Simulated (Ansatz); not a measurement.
Reactions of `[CH3][SnH]([Cl])[O][SiH3]`.

Isolated molecules relaxed with PBE0-D4/def2-TZVP in Ansatz; ΔE leaves out vibrations. CCSD(T)/CBS is the MP2 limit (def2-TZVPP, def2-QZVPP) plus CCSD(T) − MP2 in def2-TZVPP, frozen cores. This one scheme is used for every species. Triplets are unrestricted, without spin–orbit coupling. def2 core potentials past Kr. For Ga, Mo, Sn outer-core shells are correlated without core-valence functions, which leaves a few kJ/mol of doubt a bond. Scalar relativity is left out up to krypton. One conformer a species, not always the lowest.

Order these by ΔE at CCSD(T)/CBS, lowest first. (Best estimate.)
A. `[CH3][SnH]([Cl])[O][SiH3]` + SiH₄ → `[CH3][SnH]([SiH3])[Cl]` + `O[SiH3]`
B. `[CH3][SnH]([Cl])[O][SiH3]` + H₂ → `[SiH3][O][SnH2][Cl]` + CH₄
C. `[CH3][SnH]([Cl])[O][SiH3]` + `C[N]=[Mo](=[O])([OH])[F]` → `C[N]=[Mo](=[O])([F])[O]C` + `[SiH3][O][SnH2][Cl]`
D. `[CH3][SnH]([Cl])[O][SiH3]` + `[OH][Ga]([F])[Cl]` → `[F][Ga]([Cl])[O][SiH3]` + `[CH3][SnH]([OH])[Cl]`
E. `[CH3][SnH]([Cl])[O][SiH3]` → `[CH2]` (triplet) + `[SiH3][O][SnH2][Cl]`
F. `[CH3][SnH]([Cl])[O][SiH3]` → `[CH3][SnH]([OH])[Cl]` + `[SiH2]`
G. `[CH3][SnH]([Cl])[O][SiH3]` → CH₄ + `[SiH3][O][Sn][Cl]`
H. `[CH3][SnH]([Cl])[O][SiH3]` + H–F → `[CH3][SnH]([F])[Cl]` + `O[SiH3]`

G (-12.4 kcal/mol), B (-5.1 kcal/mol), H (-2.2 kcal/mol), D (+1.8 kcal/mol), A (+5.6 kcal/mol), C (+21.8 kcal/mol), F (+81.5 kcal/mol), E (+115.2 kcal/mol).

Largest T1 diagnostic: 0.022, for `C[N]=[Mo](=[O])([OH])[F]`.
